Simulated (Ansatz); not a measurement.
The same path of C₂H₃FSi (7 atoms, charge 0, multiplicity 1) was run twice with different band settings. Lost on the way: C3–Si4, Si4–H6. Made: C3–H6.

Level of theory: RKS PBE0-D4/def2-SVP in Ansatz.

Relaxed end points:

```xyz
7
Properties=species:S:1:pos:R:3
F -0.433 -2.213 -0.352
C -0.210 -0.940 -0.108
C -0.558 -0.081 0.846
Si 0.492 0.695 -0.453
H -1.139 -0.071 1.770
H -0.082 1.603 -1.487
H 1.930 1.007 -0.215
```

```xyz
7
Properties=species:S:1:pos:R:3
F 0.329 -1.548 0.313
C 0.101 -0.257 0.032
C -1.091 0.265 0.377
Si 1.392 0.839 -0.824
H -1.861 -0.335 0.873
H -1.303 1.314 0.160
H 2.433 -0.279 -0.931
```

Common settings: movable images 7; climbing image yes; optimiser quadratic models (default); start path through a guess of the saddle point; force threshold 0.03 eV/Å; iteration limit 60; end points relaxed.

| run | spring |
| --- | --- |
| 1 | 5.0 eV/Å² |
| 2 | 0.1 eV/Å² |

Task: What does each run give, and how far can it be trusted?

Result: Run 1: converged after 12 iterations, highest image 2.017 eV above the first end. A vibrational analysis at the climbing image gives one clearly imaginary mode, 978i cm⁻¹: a first-order saddle point.
Run 2: converged after 11 iterations, highest image 2.017 eV above the first end. Another band between the same ends (7 images) ends at a top of the same energy, where a vibrational analysis finds 1 clearly imaginary mode.
The orbitals stay closed-shell, which can raise the energy where a bond breaks towards radicals; this wasn't checked here.
